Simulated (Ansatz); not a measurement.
Consider the isomerisation: `C[SiH2]BO` → `BC[SiH2]O`.

Gas-phase electronic energies from Ansatz, PBE0-D4/def2-TZVP geometries. CCSD(T)/CBS is the MP2 limit (def2-TZVPP, def2-QZVPP) plus CCSD(T) − MP2 in def2-TZVPP, frozen cores. Functionals use def2-TZVPP. Each species was taken in one conformer, which may not be the lowest.

`C[SiH2]BO`:

```xyz
11

C    -0.689   -0.132   -1.544
Si   -0.785   -0.360    0.316
B     0.882    0.241    1.301
O     1.918    0.734    0.584
H    -0.539    0.921   -1.794
H     0.151   -0.695   -1.957
H    -1.604   -0.473   -2.034
H    -1.956    0.391    0.863
H    -1.032   -1.798    0.642
H     0.984    0.175    2.501
H     2.671    0.996    1.123
```

`BC[SiH2]O`:

Z-matrix (Å, degrees):
```
C
Si 1 1.887
B 1 1.533 2 110.4
H 1 1.096 2 103.9 3 -122.2
H 1 1.095 2 103.3 3 122.5
O 2 1.648 1 110.9 3 -175.7
H 2 1.488 1 109.1 3 62.3
H 2 1.481 1 110.9 3 -59.4
H 3 1.198 1 120.7 2 88.3
H 3 1.198 1 120.8 2 -88.4
H 6 0.958 2 117.9 1 -67.9
```

Problem. Is it downhill or uphill in electronic energy at CCSD(T)/CBS, and by how much? (Estimate.)

Solution. Ansatz gave: Uphill: ΔE = +7.4 kJ/mol.

Problem. What do these levels give: PBE-D4, r2SCAN0-D4, BHLYP-D4, ωB97M-V, PBE-QIDH, CAM-B3LYP, HF/def2-SVP, MP2/def2-SVP, CCSD/def2-SVP, HF/def2-TZVPP, CCSD(T)/def2-TZVPP, CCSD/CBS(def2)? (An estimate is asked.)

Solution. The calculation gave: PBE-D4 25.7, r2SCAN0-D4 8.4, BHLYP-D4 5.0, ωB97M-V 7.3, PBE-QIDH 9.1, CAM-B3LYP 11.4, HF/def2-SVP 23.7, MP2/def2-SVP 35.3, CCSD/def2-SVP 41.4, HF/def2-TZVPP -2.7, CCSD(T)/def2-TZVPP 10.7, CCSD/CBS(def2) 5.4 kJ/mol.

Problem. What do rigid-rotor, harmonic-oscillator terms from PBE0-D4/def2-TZVP frequencies (298.15 K, 1 bar) make of the CCSD(T)/CBS value? (Estimate.)

Solution. Ansatz gave: ΔZPE = -6.2 kJ/mol, ΔH = +1.5 kJ/mol, ΔS = -1 J/(mol·K), ΔG = +2.0 kJ/mol.

Largest T1 diagnostic among the species: 0.013.

At CCSD(T), def2-SVP lies +36.7 kJ/mol from the extrapolated value and def2-TZVPP +3.3 kJ/mol. Leaving LDA and LC-ωPBE aside and taking each functional with its dispersion term where it has one, the values spread over 20.8 kJ/mol, from BHLYP-D4 to PBE-D4.
